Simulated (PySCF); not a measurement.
## Chromium: a sound run and one with changed settings

Sound run: Cr [Ar] 3d5 4s1, Cr⁺ [Ar] 3d5. Computed with PySCF 2.14 in x2c-TZVPall, with scalar relativity by spin-free X2C-1e. In the sound run the correlated levels freeze [Ar]. The sound run starts from symmetry-adapted Hartree-Fock orbitals and uses a fine grid where one is needed.

Changed run: all electrons correlated in a basis built for the valence shell.

```json
{"species": "Cr", "method": "MP2", "sound run (hartree)": "-1049.72024", "changed run (hartree)": "-1049.99568", "converged": "yes"}
{"species": "Cr⁺", "method": "MP2", "sound run (hartree)": "-1049.48476", "changed run (hartree)": "-1049.75073", "converged": "yes"}
```

Ionisation energy of Cr:

| method | sound run (eV) | changed run (eV) |
| --- | --- | --- |
| UHF | 6.016 | 6.016 |
| MP2 | 6.408 | 6.666 |
| SCS-MP2 | 6.147 | 6.394 |

A valence basis has no tight correlating functions, so it recovers only part of the core correlation, and not evenly between atom and ion.

For comparison, NIST gives 6.767 eV between the lowest levels.
